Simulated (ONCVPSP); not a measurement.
# gold: excitation energies, all-electron against ONCV

gold, optimised norm-conserving Vanderbilt (ONCV), made with ONCVPSP 4.0.1 (LDA (Perdew-Zunger), scalar-relativistic). Core [Kr] 4d10, reference 4f14 5s2 5p6 5d10 6s1. Waves: 5s+6s: rc 1.70 bohr, ncon 3, nbas 7, qcut 6.5 1/bohr, 2 projectors; 5p: rc 1.85 bohr, ncon 3, nbas 8, qcut 9 1/bohr, 3 projectors, debl 3.3 Ha; 5d: rc 2.05 bohr, ncon 5, nbas 9, qcut 8.9 1/bohr, 3 projectors, debl 3.5 Ha; 4f: rc 0.55 bohr, ncon 3, nbas 8, qcut 37.7 1/bohr, 2 projectors, debl 0.8 Ha. Local part: polynomial inside 0.45 bohr (lpopt 5, dvloc0 -1 Ha). Core correction: none.

In the f channel the program set the typed energies aside and used -2.998, 0.250 Ha.

Energies are relative to the spin-unpolarised reference configuration 4f14 5s2 5p6 5d10 6s1; without spin polarisation the order of configurations can differ from experiment.

```tsv
valence configuration	charge	ΔE all-electron (eV)	error AE − PS (meV)
4f14 5s2 5p6 5d10 6s0	+1	9.774	-5.5
4f14 5s2 5p6 5d9 6s0	+2	31.275	-8.0
4f14 5s2 5p6 5d8 6s0	+3	65.442	-14
4f14 5s2 5p6 5d10 6s0 6p1	0	5.398	-3.0
```

Levels in the configuration 4f14 5s2 5p6 5d9 6s0:

```json
{"level": "4f", "all-electron (eV)": "-103.370", "pseudo (eV)": "-103.463"}
{"level": "5s", "all-electron (eV)": "-130.461", "pseudo (eV)": "-130.497"}
{"level": "5p", "all-electron (eV)": "-81.613", "pseudo (eV)": "-81.622"}
{"level": "5d", "all-electron (eV)": "-27.627", "pseudo (eV)": "-27.625"}
```

Note: ghosts flagged at negative energy: s at -1462.4 eV, p at -658.8 eV; GHOST(+) flagged for s at 5.3 eV, d at 68.9 eV. A true bound ghost makes a file unfit for plane-wave use.
